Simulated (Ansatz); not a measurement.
Cartesian coordinates in Å:
```
O 0.638 1.731 -0.276
C 0.221 0.633 -0.095
C -1.016 0.342 0.770
F -1.303 1.418 1.509
F -0.751 -0.700 1.589
C 0.882 -0.599 -0.764
F -0.063 -1.450 -1.178
F 1.606 -0.232 -1.806
F 1.668 -1.229 0.104
H -1.882 0.088 0.147
```

The species carries charge 0 and has multiplicity 1.

(1) List the PBE0/def2-TZVPP orbital energies in eV (Ansatz 0.2.0). (Estimate.)

Results:

(1) Computed: Occupied: -675.87, -675.80, -675.78, -675.31, -675.27, -524.42, -285.84, -283.69, -282.34, -37.77, -36.22, -35.29, -35.26, -34.58, -31.37, -22.55, -20.94, -18.80, -17.77, -17.71, -17.11, -16.68, -16.38, -14.75, -14.23, -14.21, -13.47, -13.21, -13.20, -12.96, -12.73, -12.55, -12.41, -12.34, -11.46, -8.90. Lowest empty: -2.55, 1.31, 1.71, 3.04, 3.23, 3.91, 4.07, 4.61.
